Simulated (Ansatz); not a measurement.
# Counterpoise correction, worked out

The pair of Li⁺ (SMILES [Li+], atom 1) and CH2O (SMILES C=O, atoms 2–5), both closed shells, in one local arrangement (a lower one may exist), relaxed at PBE0-D4/def2-TZVP:

Li1  (-0.127, -0.194, -2.367)
C2  (0.033, 0.050, 0.613)
O3  (-0.032, -0.049, -0.592)
H4  (0.873, -0.389, 1.169)
H5  (-0.747, 0.581, 1.177)
(Å)

Ansatz 0.2.0; basis: def2-TZVPPD; cores frozen in the correlated methods. The outer core shell of Li, Na, Mg and K is correlated.

MP2 total energies in eV:

| system | geometry | basis functions | energy |
| --- | --- | --- | --- |
| pair | pair | all | -3309.84329 |
| Li⁺ | as in the pair | all (partner as ghosts) | -197.73237 |
| CH2O | as in the pair | all (partner as ghosts) | -3110.63214 |
| Li⁺ | as in the pair | its own | -197.72650 |
| CH2O | as in the pair | its own | -3110.62504 |
| Li⁺ | free (PBE0-D4 minimum) | its own | -197.72650 |
| CH2O | free (PBE0-D4 minimum) | its own | -3110.61564 |

Question: Work out the interaction energy with and without the counterpoise correction, the superposition error, and the binding energy from the relaxed fragments.

Answer: Without correction: -3309.84329 − (-197.72650) − (-3110.62504) = -1.49175 eV.
With correction (each fragment in the whole basis): -3309.84329 − (-197.73237) − (-3110.63214) = -1.47878 eV = -34.10 kcal/mol.
The superposition error is the difference, 0.01297 eV, 1 % of the uncorrected value: each fragment borrows its partner's functions.
Deformation from the free shapes: 0.00000 eV for Li⁺ and -0.00940 eV for CH2O (a small negative value is possible, since the free shapes are minima of another method).
Binding energy from relaxed fragments: -1.47878 + 0.00000 + (-0.00940) = -1.48818 eV = -34.32 kcal/mol (electronic, without zero-point energy; negative means bound). For comparison, the corrected interaction energy by CCSD(T) at an estimated basis limit (MP2 extrapolated from triple and quadruple zeta, plus CCSD(T) − MP2 in triple zeta) is -1.544 eV.

T1 diagnostic: at most 0.016.

For scale, one of the runs: CCSD(T)/def2-TZVPPD, 133 basis functions, launched by `ansatz run in.yaml --threads 2 --pin off --events-out ev --progress --plain --max-ram 5222MiB`. The run took 6.5 s on 2 CPU threads of an Arm Neoverse V1 (shared host), with 0.71 GiB of host memory at its peak.
